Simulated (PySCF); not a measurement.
Sc(F)3 anion (F₃Sc), SMILES [F][Sc]([F])[F] (connectivity only; charge and spin as stated), charge -1, multiplicity 2. Atoms are numbered in the order given.

```xyz
4

Sc     0.0000     0.0000     0.0000
F     -1.9188     0.0000     0.0000
F      0.9594     1.6617     0.0000
F      0.9594    -1.6617     0.0000
```
Charge -1, spin multiplicity 2.

Coordinates come from a TPSSh-D3(BJ)/def2-SVPD optimisation. A frequency run showed that this geometry is not a minimum. The spin state was assumed, not searched. The isomer is the one that the SMILES or the coordinates give; other isomers of the formula were not compared.

Method: PBE/def2-TZVPD in PySCF.

Mulliken values depend strongly on the basis, most of all with diffuse functions as here. ESP charges are fitted to the potential on shells at 1.4 to 2.0 van der Waals radii. Atomic charges (e):

```tsv
atom	Mulliken	ESP fit	Mulliken spin
Sc1	0.90	___	1.20
F2	-0.63	___	-0.07
F3	-0.63	___	-0.07
F4	-0.63	___	-0.07
```

**Question.** Complete the blanks. (The exact figures need the calculation; the answer reports its results.)

**Answer.** 
- Sc1, ESP fit: 0.34
- F2, ESP fit: -0.44
- F3, ESP fit: -0.45
- F4, ESP fit: -0.45
